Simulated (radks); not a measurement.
The numbers below are computed, except where a source is named.
Nb4+, configuration [Ar] 3d10 4p6 4d1 5d2 (not the ground configuration).

Level of theory: Dirac Kohn-Sham, BLYP, spin-unpolarised, spherical densities, finite nucleus; open shells fill j = l - 1/2 first; Fermi nuclear charge, rms radius 4.324 fm (a radial shooting solver on a logarithmic mesh with Libxc functionals).

Energy parts (Ry):
| part | energy |
|---|---|
| total | -7621.83162 |
| kinetic | 7889.88278 |
| electron-nucleus | -18222.62787 |
| Hartree | 2944.79801 |
| exchange-correlation | -233.88454 |

Orbitals (lengths in bohr, moments of r in powers of bohr):
orbital	occ.	eigenvalue (Ry)	<r^2>	<r^4>	small-component weight
1s1/2	2	-1387.425	0.001757	7.985e-06	2.23e-02
2s1/2	2	-198.6279	0.02938	0.001490	4.56e-03
2p1/2	2	-182.7568	0.02223	0.0009941	4.56e-03
2p3/2	4	-175.7111	0.02360	0.001107	4.42e-03
3s1/2	2	-37.48575	0.2246	0.07827	1.20e-03
3p1/2	2	-31.50914	0.2234	0.08175	1.15e-03
3p3/2	4	-30.36382	0.2340	0.08945	1.11e-03
3d3/2	4	-19.80511	0.2218	0.09567	9.98e-04
3d5/2	6	-19.59120	0.2253	0.09849	9.87e-04
4p1/2	2	-7.19790	1.581	3.753	2.59e-04
4p3/2	4	-7.00929	1.642	4.044	2.51e-04
4d3/2	1	-4.27104	2.407	9.268	1.77e-04
4d5/2	0	-4.24518	2.432	9.459	1.76e-04
5d3/2	2	-1.79863	12.63	224.8	5.31e-05
5d5/2	0	-1.79239	12.72	227.7	5.28e-05

The highest occupied level is 5d3/2 at -24.472 eV. The configuration is held as typed, so some empty levels lie below it. The density falls to 0.001 e/bohr^3 at r = 4.75 bohr. The electron density at the nucleus is 8.23e+04 e/bohr^3. Summed over all electrons, <r^2> = 41.67 bohr^2, which gives a Langevin (diamagnetic) susceptibility term of -33 x 10^-6 cm^3/mol.
